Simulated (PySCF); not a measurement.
# Functional benchmark on one molecule

Molecule: 4-Pyridine Carbaldehyde (SMILES c1c(C=O)ccnc1).

Atom-mapped SMILES (the numbers label the heavy atoms): `[O:1]=[CH:2][c:3]1[cH:4][cH:5][n:6][cH:7][cH:8]1` (H(Xn): hydrogen on atom n).

Geometry PBE0-D3(BJ)/def2-SVP throughout; GIAO in PySCF 2.14.0 with density-fitted response routines, gas phase, one conformer, non-relativistic; equivalent atoms averaged; basis pcSseg-1.

Reference values (estimated from measurements, as parent shift plus tabulated substituent increments; solution, not stated per compound (mostly CDCl3 or CCl4); Pretsch, Buehlmann, Badertscher, Structure Determination of Organic Compounds, 4th ed. (2009)): δ(C5/C7) = 151.5 ppm, δ(C4/C8) = 123.0 ppm, δ(C3) = 141.2 ppm, δ(H(C5)/H(C7)) = 8.90 ppm, δ(H(C4)/H(C8)) = 7.74 ppm. Computed shifts are taken against TMS, calculated as an isolated molecule at each level.

Problem. How do the functionals HF, PBE, BP86, OPBE, KT2, B97-D, PBE0, mPW1PW91, wB97X-D perform against the reference? Times are CPU seconds on shared hosts with different chips, so compare them loosely.

Solution. 
```
functional                    kind  C5/C7  C4/C8     C3  H(C5)/H(C7)  H(C4)/H(C8)  mean abs. error C  mean abs. error H  core-s
        HF            Hartree–Fock  159.3  128.5  148.9         9.13         7.92                7.0               0.21     6.8
       PBE                     GGA  155.6  124.4  140.7         9.10         7.40                2.0               0.27      20
      BP86                     GGA  155.4  124.3  140.9         9.08         7.40                1.8               0.26      21
      OPBE                     GGA  149.2  119.2  133.5         9.18         7.49                4.6               0.26      20
       KT2                     GGA  146.0  116.6  133.0         8.80         7.23                6.7               0.30      20
     B97-D                     GGA  150.9  120.7  136.9         8.96         7.33                2.4               0.24      20
      PBE0           global hybrid  157.4  127.2  144.2         9.13         7.66                4.4               0.16      22
  mPW1PW91           global hybrid  157.4  127.3  144.2         9.10         7.65                4.4               0.14      12
   wB97X-D  range-separated hybrid  158.4  128.4  146.3         9.09         7.71                5.8               0.11      19
```

For $^{13}$C the closest is BP86 (1.8 ppm, with PBE practically level) and the furthest HF (7.0 ppm).

For $^{1}$H the closest is wB97X-D (0.11 ppm) and the furthest KT2 (0.30 ppm). One molecule is a small sample, and vibrational and solvent effects are absent from the calculation.
